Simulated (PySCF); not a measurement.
**Static response to an electric field**

Compound: C2H8F2OSi2.
Structure used (GFN2-xTB), in Å, numbered top down from 1:
```xyz
15
C2H8F2OSi2 angstrom
C     -2.2444    0.6445   -0.9199
O     -0.9142    0.1939   -0.7325
C     -0.7280   -0.6878    0.3076
F     -0.9590   -0.0356    1.5238
Si     1.1210   -1.1997    0.1796
Si     2.2630    0.7951    0.0027
F      3.8284    0.3945   -0.1069
H     -2.9158   -0.2039   -1.0926
H     -2.2310    1.2896   -1.7953
H     -2.5900    1.2080   -0.0490
H     -1.4641   -1.5060    0.2966
H      1.1647   -2.1047   -0.9787
H      1.3824   -2.0306    1.3653
H      2.0466    1.5815   -1.2077
H      2.2360    1.6691    1.1737
```

Level: wB97X-D/def2-SVPD (PySCF), static field, nuclei fixed, core orbitals frozen in the response. The polarisability tensor in these axes (au):

```
x   90.40  1.58  2.88
y    1.58 86.20 -2.90
z    2.88 -2.90 75.80
```

Diagonalise the tensor; give its mean and Δα, where Δα² is half the sum of the squared differences of the eigenvalues.

Principal values 74.41, 86.81 and 91.18 au; mean 84.13 au = 12.47 Å³ = 13.87 × 10⁻⁴⁰ C²·m²/J; Δα = 15.07 au (18 % of the mean).

What is the dipole moment, and where does it point?

(-2.75, -0.46, -1.03) D, 2.97 D in size, pointing from the negative to the positive side. Measured along this direction, the outermost atoms are F7 at the negative end and H8 at the positive end.

Molar refractivity from α?

Lorentz–Lorenz: R = (4π/3)N_A α = 2.5225 cm³/(mol·Å³) × 12.47 Å³ = 31.4 cm³/mol, in the limit of long wavelengths.

Find the Langevin capture rate constant for H3+ (3.023 u) meeting this molecule (142.008 u), k = 2.342 × 10⁻⁹ cm³/s × √(α in Å³ / reduced mass in u).

The reduced mass is 2.96 u, so k = 4.81 × 10⁻⁹ cm³/s. The formula leaves out the permanent dipole, which adds to the capture rate.

Along which axes do the principal values lie, and how far do the nuclei extend along each?

Largest value along (0.96, 0.22, 0.14), where the nuclei span 6.78 Å; middle along (-0.18, 0.94, -0.29), 4.69 Å; least along (-0.20, 0.26, 0.95), 3.32 Å. The response follows the extents in order.

In a dilute gas of rigid molecules at 350 K, how does the orientational term μ²/3kT compare with the electronic polarisability?

In Gaussian units μ²/3kT = 60.92 Å³ against 12.47 Å³, a ratio of 4.89; the Debye molar polarisation (4π/3)N_A(α + μ²/3kT) is 185.1 cm³/mol, leaving out the vibrational part.

Geometry: GFN2-xTB, one conformer, isolated molecule.

These values come from a run that also computed excited states. The run took 82 s of wall time on one thread, Arm Neoverse N1 (aarch64), no GPU (shared host), and the process peaked at 0.91 GiB of memory.
